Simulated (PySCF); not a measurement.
# Steps of a relaxation of [Er(NH2)2]+

[Er(NH2)2]+ (singlet in the valence; each metal's 4f electrons, 11 of them, lie in its core potential, out of spins and levels; a saddle point, relaxed within its symmetry). PySCF 2.14.0, RKS PBE0, Er lcecp-1-SVP with ECP57, N def2-SVP, H def2-SVP; non-relativistic Hamiltonian with scalar-relativistic core potentials where named; density fitting; no spin-orbit coupling. Origin of the start: template. Columns: position (Å) and force (eV/Å). Energies are counted from the last step; some of the 11 steps are shown. Forces carry noise of the integration grid, about 0.01 to 0.03 eV/Å.

Run from Python with OMP_NUM_THREADS=2. Where DIIS fails, smearing, a level shift and second-order steps follow.
It took 25 s on 2 threads of Arm Neoverse V1, with other jobs on the host, from the converged density of the start.

```xyz
7
step 0  E = 0.520 eV
Er    0.0000    0.0000   -0.1526     0.00    0.00    1.82
N     2.0393    0.0000    0.7601    -2.39    0.00   -1.35
H     2.5779   -0.8300    1.0011     0.15    0.06    0.22
H     2.5779    0.8300    1.0011     0.15   -0.06    0.22
N    -2.0393    0.0000    0.7601     2.39    0.00   -1.35
H    -2.5779    0.8300    1.0011    -0.15   -0.06    0.22
H    -2.5779   -0.8300    1.0011    -0.15    0.06    0.22
```

```xyz
7
step 3  E = 0.110 eV
Er    0.0000    0.0000   -0.1570     0.00    0.00   -0.26
N     1.9114    0.0000    0.7034    -0.08    0.00    0.05
H     2.4592   -0.7999    1.0305    -0.06   -0.09    0.04
H     2.4592    0.7999    1.0305    -0.06    0.09    0.04
N    -1.9114    0.0000    0.7034     0.08    0.00    0.05
H    -2.4592    0.7999    1.0305     0.06    0.09    0.04
H    -2.4592   -0.7999    1.0305     0.06   -0.09    0.04
```

```xyz
7
step 7  E = 0.001 eV
Er    0.0000    0.0000   -0.4538     0.00    0.00    0.02
N     1.7360    0.0000    0.6739     0.09    0.00    0.01
H     2.1814   -0.8072    1.1195    -0.05    0.00   -0.01
H     2.1814    0.8072    1.1195    -0.05    0.00   -0.01
N    -1.7360    0.0000    0.6739    -0.09    0.00    0.01
H    -2.1814    0.8072    1.1195     0.05    0.00   -0.01
H    -2.1814   -0.8072    1.1195     0.05    0.00   -0.01
```

Q: Where does the relaxation end?

A: It converges at step 10 in C2v:
```xyz
7
step 10  E = 0
Er    0.0000    0.0000   -0.4696
N     1.7297    0.0000    0.6666
H     2.1544   -0.8096    1.1271
H     2.1544    0.8096    1.1271
N    -1.7297    0.0000    0.6666
H    -2.1544    0.8096    1.1271
H    -2.1544   -0.8096    1.1271
```

Q: How did the contacts change?

A: 
```csv
contact,start (Å),end (Å)
Er1–N2 (NH2),2.234,2.070
Er1–N5 (NH2),2.234,2.070
```


An lcecp potential fixes the number of 4f electrons, so in runs with it no electron can move into or out of that shell.
